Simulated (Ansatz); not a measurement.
Basis-set extrapolation for `B1CCN1` (PBE0-D4/def2-TZVP geometry, frozen core, Ansatz). Multiplicity 1, RHF reference.

|  | def2-TZVPP | def2-QZVPP |
| --- | --- | --- |
| HF | -158.424157 | -158.431714 |
| MP2 correlation | -0.648331 | -0.690495 |
| CCSD(T) correlation | -0.710583 | not run |

Energies in hartree. Use E(X) = E(∞) + A·exp(−7.88·√X) for Hartree–Fock and E(X) = E(∞) + B·X^(−2.97) for correlation, with X = 3 and 4, and add CCSD(T) minus MP2 of the smaller set to the MP2 limit.

What is the CCSD(T) energy at the basis-set limit?

HF limit: -158.431714 + (-0.007557) × 0.13774 = -158.43275. MP2 limit: -0.690495 + (-0.042164) × 0.74074 = -0.72173. Higher-order term: -0.710583 − (-0.648331) = -0.06225. Total: -159.21673 hartree, 51.4 kcal/mol below CCSD(T)/def2-TZVPP.
